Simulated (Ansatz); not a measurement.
Born–Oppenheimer molecular dynamics of H₆O₂W (9 atoms, charge 0, multiplicity 1). It goes on from the last frame of an earlier run, with new velocities.

These are results of RKS PBE/def2-SVP in Ansatz 0.2.0, not measurements.

- ensemble: NVE (velocity Verlet)
- time step: 0.5 fs
- steps asked: 150
- starting velocities drawn for: 400 K
- masses: H 2.014 u
- seed: 237920

First frame:

```xyz
9
Properties=species:S:1:pos:R:3
W 0.159 0.285 -0.293
H 0.187 -0.718 1.102
H 1.697 0.151 0.639
O -0.333 2.128 -0.250
H -1.170 2.564 -0.003
H -1.299 0.335 0.579
H -0.669 -1.186 -0.200
O 0.320 -0.422 -2.081
H 0.944 0.247 -2.564
```

(1) How far do the bonds stretch over the last three quarters of this one trajectory? (Pairs bonded in most of those frames.)

## Answers

(1) 
```json
{"bond": "W1–H2", "mean (Å)": "1.712", "spread (Å)": "0.005", "shortest": "1.70", "longest": "1.72"}
{"bond": "W1–H3", "mean (Å)": "1.746", "spread (Å)": "0.103", "shortest": "1.58", "longest": "1.88"}
{"bond": "W1–O4", "mean (Å)": "1.901", "spread (Å)": "0.011", "shortest": "1.88", "longest": "1.92"}
{"bond": "W1–H6", "mean (Å)": "1.701", "spread (Å)": "0.056", "shortest": "1.61", "longest": "1.78"}
{"bond": "W1–H7", "mean (Å)": "1.689", "spread (Å)": "0.027", "shortest": "1.64", "longest": "1.73"}
{"bond": "W1–O8", "mean (Å)": "1.917", "spread (Å)": "0.020", "shortest": "1.88", "longest": "1.95"}
{"bond": "O4–H5", "mean (Å)": "0.976", "spread (Å)": "0.022", "shortest": "0.95", "longest": "1.01"}
{"bond": "O8–H9", "mean (Å)": "0.988", "spread (Å)": "0.032", "shortest": "0.94", "longest": "1.04"}
```

Mean temperature of the second half: 302 K. The conserved energy stayed within 0.094 meV per atom of its start (net change -0.059 meV per atom), so the integration is sound. A run of 0.075 ps of so small a system gives no equilibrium averages.

Run time: 6.8 min on 1 thread of Arm Neoverse V2, with other jobs on the host, peak memory 0.12 GiB.
